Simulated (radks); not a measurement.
Problem. Radial electron density D(r) = 4 pi r^2 rho(r) of an atom or ion with 37 electrons. All-electron calculation, scalar-relativistic Kohn-Sham, exchange-only PBE, spin-polarised, spherical densities, finite nucleus; Fermi nuclear charge, rms radius of each element as measured or else 0.836 A^(1/3) + 0.57 fm. Program: a radial shooting solver on a logarithmic mesh with Libxc functionals.

```
   r/bohr * D(r) (the largest magnitude, 54.4, reaches the edge; | marks zero)
 0.001596 |*
 0.002198 | *
 0.003027 |   *
 0.004168 |      *
  0.00574 |          *
 0.007905 |                *
  0.01089 |                         *
  0.01499 |                                  *
  0.02065 |                                          *
  0.02843 |                                              *
  0.03916 |                                           *
  0.05392 |                                      *
  0.07426 |                                         *
   0.1023 |                                                    *
   0.1408 |                                                      *
   0.1939 |                                        *
   0.2692 |                               *
   0.3708 |                                      *
   0.5106 |                                  *
   0.7031 |                 *
   0.9683 |       *
    1.333 |     *
    1.836 |   *
    2.529 |*
    3.483 |*
    4.796 *
    6.605 *
    9.096 *
    12.53 *
    17.25 *
    23.75 *
```

What is the nuclear charge?

Solution. Z = 37. The innermost maximum, from 1s, lies near gamma/Z bohr with gamma = sqrt(1 - (Z/c)^2) = 0.963, here 0.026 bohr (found: 0.0282), and its height grows with Z. The density is that of neutral rubidium in [Ar] 3d10 4s2 4p5 5s1 6s1; the configuration itself is not fixed sharply by these data, and Z only to a few units. D(r) has 4 maxima, at r = 0.0282, 0.126, 0.411, 9.47 bohr, and minima at 0.0579, 0.263, 6.82 bohr, inside which lie 2.05, 11.03, 36.05 electrons.
